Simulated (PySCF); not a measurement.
F4Ge, SMILES [Ge]([F])([F])([F])[F] (connectivity only; charge and spin as stated), charge -1, multiplicity 2.

Coordinates come from a B3LYP-D3(BJ)/def2-SVPD optimisation. The spin state was assumed, not searched. The isomer is the one that the SMILES or the coordinates give; other isomers of the formula were not compared.

All values below come from PBE/def2-SVPD (PySCF).

Computed frontier levels, dipole moment and polarisability:
* **α spin, highest occupied and lowest empty level**: -0.28 and 4.22 eV
* **β spin, highest occupied and lowest empty level**: -3.53 and 0.77 eV
* **dipole moment about the centre of nuclear charge**: 1.03 D
* **mean static polarisability**: 48.0 bohr³ (7.11 Å³)
* **polarisability, principal values**: 43.7, 46.0, 54.1 bohr³
* **⟨S²⟩**: 0.751 (pure state 0.75)
